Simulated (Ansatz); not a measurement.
Basis sets compared for (KCl)4 cube (K4Cl4). Charge 0, multiplicity 1. Geometry PBE-D4/def2-SVP. Ansatz on 4 threads of INTEL XEON PLATINUM 8581C on a shared host; times are rough, and most runs start from earlier orbitals.

```xyz
8

Cl   -1.3493   -0.8008    2.1436
Cl   -0.5442   -1.6104   -2.0413
Cl    2.6050   -0.0727    0.5151
Cl   -0.7114    2.4839   -0.6175
K     0.6762   -2.3603    0.5869
K    -2.4754    0.0692   -0.4895
K     1.2821    0.7608   -2.0371
K     0.5171    1.5303    1.9397
```

Binding counts from free atoms (Cl doublet, K doublet) in the same basis, without a counterpoise term.

```
           level  functions  energy (Eh)  HOMO (eV)  LUMO (eV)  binding per atom (eV)  wall time
 PBE-D4/def2-SVP        168   -4238.5019      -5.56      -1.09                   2.94      1.9 s
PBE0-D4/def2-SVP        168   -4238.8642      -6.93      -0.58                   2.93      2.8 s
```

**Question.** Estimate the rows for PBE-D4/def2-TZVP (with forces), PBE0-D4/def2-TZVP.

**Answer.** 
| level | functions | energy (Eh) | HOMO (eV) | LUMO (eV) | binding per atom (eV) | wall time |
| --- | --- | --- | --- | --- | --- | --- |
| PBE-D4/def2-TZVP (with forces) | 280 | -4239.4354 | -5.82 | -1.06 | 2.85 | 3.9 s |
| PBE0-D4/def2-TZVP | 280 | -4239.7829 | -7.17 | -0.55 | 2.85 | 8 s |
